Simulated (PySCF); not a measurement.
Vertical excitation energies

[Ag(NH3)2]+ (charge +1 and singlet state).
Geometry (PBE0-D3(BJ)/def2-SVP, Å), atoms numbered from 1 in this order:
```
atom  x, y, z in Å
Ag1    0.0020    0.0014    0.0000
N2    -0.0076   -0.0138    2.1421
H3    -0.4241    0.8325    2.5363
H4     0.9333   -0.0824    2.5358
H5    -0.5375   -0.8005    2.5234
N6     0.0079    0.0141   -2.1421
H7    -0.9363    0.0169   -2.5338
H8     0.4806   -0.8025   -2.5355
H9     0.4817    0.8344   -2.5263
```

Computed with PySCF 2.14.0, density-fitted response routines, TDDFT PBE0/def2-SVPD, vertical, gas phase, core orbitals frozen in the response, def2 core potentials past Kr. Spin–orbit coupling is left out.

| state | E (eV) | λ (nm) | ν̃ (cm⁻¹) | f | main configurations (H = HOMO, L = LUMO) |
| --- | --- | --- | --- | --- | --- |
| S1 | 6.08 | 203.9 | 49050 | 0.0000 | H→L (99%) |
| S2 | 7.11 | 174.3 | 57360 | 0.0000 | H-2/H-1→L (≥93%) |
| S3 | 7.11 | 174.3 | 57360 | 0.0000 | H-2/H-1→L (≥93%) |
| S4 | 7.14 | 173.7 | 57560 | 0.0000 | H-3→L (93%) |
| S5 | 7.14 | 173.7 | 57560 | 0.0000 | H-4→L (93%) |
| S6 | 7.37 | 168.1 | 59480 | 0.152 | H→L+1/L+2 (≥94%) |
| S7 | 7.37 | 168.1 | 59480 | 0.152 | H→L+1/L+2 (≥94%) |
| S8 | 7.57 | 163.8 | 61040 | 0.0055 | H→L+3 (97%) |
| S9 | 8.51 | 145.6 | 68660 | 0.0000 | H-3→L+1/L+2 (≥44%), H-4→L+1/L+2 (≥44%) |
| S10 | 8.51 | 145.6 | 68670 | 0.0000 | H-3→L+1/L+2 (≥45%), H-4→L+1/L+2 (≥45%) |

Triplets, Tamm–Dancoff:

| state | E (eV) | λ (nm) | main configurations (H = HOMO, L = LUMO) |
| --- | --- | --- | --- |
| T1 | 5.14 | 241.2 | H→L (95%) |
| T2 | 6.70 | 185.0 | H-2/H-1→L (≥94%) |
| T3 | 6.70 | 185.0 | H-2/H-1→L (≥94%) |

The lowest singlet comes at 204 nm (587 kJ/mol) in the ultraviolet; it is dark (f under 0.0005); its leading configuration is HOMO→LUMO (99%). The strongest level in the table is S6/S7 at 7.37 eV (168 nm, f = 0.304 summed). S2/S3, S4/S5, S6/S7 and S9/S10 lie within about 0.01 eV of each other in each set. For S1 the Löwdin share of silver is 73% in HOMO and 60% in LUMO (metal-centred by this measure); for S6 the Löwdin share of silver is 73% in HOMO and 83% in LUMO+1 (metal-centred by this measure). The listed states span 2.43 eV, and the widest gap between neighbours is 1.03 eV (S1 to S2). Weighted by f, the mean energy of these states is 7.38 eV. Orbital energies (eV): HOMO-3 -14.06, HOMO-2 -14.02, HOMO-1 -14.02, HOMO -12.39, LUMO -5.04, LUMO+1 -3.71, LUMO+2 -3.71. Orbitals of the list HOMO-3 to LUMO+2 that lie within 0.01 eV of each other are written together with a slash and their weights summed (≥ marks a lower bound); for degenerate orbitals outside that list single weights are arbitrary. Singlets were solved by full linear response, triplets in the Tamm–Dancoff approximation.

The run took 15 s on one thread of an Arm Neoverse N1, shared host.
